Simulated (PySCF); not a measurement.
# Excitation energy of Kr by level of theory

Kr [Kr] (1S) → Kr [Ar] 3d10 4s2 4p5 5s1 (3P), as a difference of total energies. Calculation: PySCF 2.14, in aug-cc-pVTZ-PP with one added diffuse shell each of s, d, f type with ECP10MDF (7s5p5d3f, 68 functions); a scalar-relativistic core potential. Correlated levels: valence: 3s2 3p6 3d10 frozen. The calculations carry no spin-orbit coupling.

```tsv
method	excitation energy (eV)
UHF	9.334
LDA	9.971
PBE	9.790
PBE0	9.928
r2SCAN	10.128
r2SCANh	10.120
HSE06	9.908
revPBE	9.789
CAM-B3LYP	9.985
MP2 (valence)	10.009
SCS-MP2 (valence)	10.001
```

Question: How much does correlation contribute at MP2 (valence)?

Answer: 10.009 − (9.334) = 0.675 eV, measured against UHF.

The promoted electron is Rydberg-like, and one or two diffuse shells describe it only roughly, which tends to raise the upper state.
